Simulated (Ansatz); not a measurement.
Species: sum formula Si$_{2}$H$_{4}$F, charge -1, multiplicity 1. It need not be the lowest isomer of its formula. Whether it binds its extra electron was not tested at this geometry. 
Structure (B3LYP-D3(BJ)/def2-TZVP (Ansatz, a quantum-chemistry and plane-wave program) minimum search):
SMILES: F[SiH-][SiH3]
```xyz
7

F      1.5093    -0.9017     0.5510
Si     0.8655     0.2191    -0.5511
Si    -1.4596     0.2052     0.1277
H      1.0815     1.5056     0.2818
H     -1.9096     0.3329     1.5651
H     -2.1913     1.3359    -0.5519
H     -2.2462    -0.9993    -0.3253
```
Charge -1, spin multiplicity 1.

Basis-set convergence of Hartree-Fock and MP2 correlation energies (hartree) with Ansatz. Cores are frozen in the correlated levels unless marked. Spin-orbit coupling is left out. No relativistic terms. This anion needs diffuse functions, which these sets lack.

```
basis        functions       E(HF)  E(corr, MP2)
-----------  ---------  ----------  ------------
cc-pV(D+d)Z         80  -679.67066      -0.39558
cc-pV(T+d)Z        164  -679.73433      -0.51563
cc-pV(Q+d)Z        303  -679.75309      -0.56043
cc-pV(5+d)Z        511         [?]           [?]
```

Some entries are withheld; supply them.


- cc-pV(5+d)Z, E(HF): -679.75741
- cc-pV(5+d)Z, E(corr, MP2): -0.57926
